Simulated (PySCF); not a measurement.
Ne²⁺ (neon, charge +2): M06 calculation

Configuration: [He] 2s1 2p5, 2s spin antiparallel (an excited configuration). All numbers are calculated (PySCF 2.14, scalar relativity by spin-free X2C-1e, in aug-cc-pCVTZ-DK (7s6p4d2f, 59 functions)).

```
Total energy                                                  : -125.7523 hartree
One-electron energy                                           : -165.9640 hartree
Hartree (Coulomb) energy                                      : 51.3688 hartree
Exchange-correlation energy                                   : -11.1572 hartree
⟨S²⟩                                                          : 1.0001
⟨L²⟩                                                          : 2.002
Sum of ⟨r⟩                                                    : 5.218 bohr
Sum of ⟨r²⟩                                                   : 5.091 bohr²
Traceless quadrupole moment −½Σ⟨3z² − r²⟩ along its main axis : 0.335 e·bohr²
Langevin diamagnetic susceptibility                           : -4.03 ×10⁻⁶ cm³/mol
```

```
shell  electrons  mean orbital energy (hartree)  spread (hartree)  rms radius, mean of both spins (bohr)
 1s β          1                      -32.96025                 0                                  0.183
 1s α          1                      -32.93222                 0                                  0.183
 2s β          1                       -2.98939                 0                                  0.910
 2p β          2                       -2.11737                 0                                  0.916
 2p α          3                       -2.09461           0.10276                                  0.916
```

With the s spin flipped the determinant is a mixture of two multiplicities, not a spectroscopic state.
